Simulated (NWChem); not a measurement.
System meant: TaNHCl$_{3}$; SMILES [NH]=[Ta]([Cl])([Cl])[Cl]

Here is an NWChem input.

```
start job
memory heap 200 mb stack 900 mb global 1100 mb
geometry units angstroms noautoz
  Ta     0.000000     0.000000     0.122678
  N      0.000000     0.000000     1.867296
  H      0.000000     0.000000     2.881431
  Cl    -0.778935     2.062474    -0.543767
  Cl    -1.396687    -1.705814    -0.543767
  Cl     2.175622    -0.356660    -0.543767
end
basis spherical
  * library def2-svp
end
dft
  xc xpbe96 cpbe96
  iterations 150
  mulliken
end
task dft energy
```

End of the output:

```
          Convergence Information
          -----------------------
          Convergence aids based upon iterative change in
          total energy or number of iterations.
          Levelshifting, if invoked, occurs when the
          HOMO/LUMO gap drops below (HL_TOL):  1.00D-02
          DIIS, if invoked, will attempt to extrapolate
          using up to (NFOCK): 10 stored Fock matrices.

                    Damping( 0%)  Levelshifting(0.5)       DIIS
                  --------------- ------------------- ---------------
          dE  on:    start            ASAP                start
          dE off:    2 iters        150 iters           150 iters

      Screening Tolerance Information
      -------------------------------
          Density screening/tol_rho:  1.00D-10
          AO Gaussian exp screening on grid/accAOfunc:  14
          CD Gaussian exp screening on grid/accCDfunc:  20
          XC Gaussian exp screening on grid/accXCfunc:  20
          Schwarz screening/accCoul:  1.00D-08

      Superposition of Atomic Density Guess
      -------------------------------------

      charge =      73.0 Ta (Tantalum)

      symmetry species            s     p     d     f
      number of basis functions = 7     6     5     1
      number of cont. functions = 6     3     2     1
      number of closed shells   = 6     4     2     1
      number of open shells     = 0     0     1     0
      open shell occupation     = 0     0     3     0
 ------------------------------------------------------------------------
 atomscf:atomd: error in atom scf                   0
 ------------------------------------------------------------------------
 ------------------------------------------------------------------------
  current input line :
    19: task dft energy
 ------------------------------------------------------------------------
 ------------------------------------------------------------------------
 This error has not yet been assigned to a category
 ------------------------------------------------------------------------
 For more information see the NWChem manual at https://nwchemgit.github.io

0:atomscf:atomd: error in atom scf:Received an Error in Communication
```

Question: Find the fault in this run and fix the input.

Answer: The program stopped with an error. Cause: the def2 basis of a heavy element holds valence functions alone and wants its effective core potential (without it all electrons must fit into that basis). This input runs:
```
start job
memory heap 200 mb stack 900 mb global 1100 mb
geometry units angstroms noautoz
  Ta     0.000000     0.000000     0.122678
  N      0.000000     0.000000     1.867296
  H      0.000000     0.000000     2.881431
  Cl    -0.778935     2.062474    -0.543767
  Cl    -1.396687    -1.705814    -0.543767
  Cl     2.175622    -0.356660    -0.543767
end
basis spherical
  * library def2-svp
end
ecp
  Ta library def2-ecp
end
dft
  xc xpbe96 cpbe96
  iterations 150
  mulliken
end
task dft energy
```
It converges to -1492.14943 Ha (PBE/def2-SVP with def2 effective core potentials on Ta).
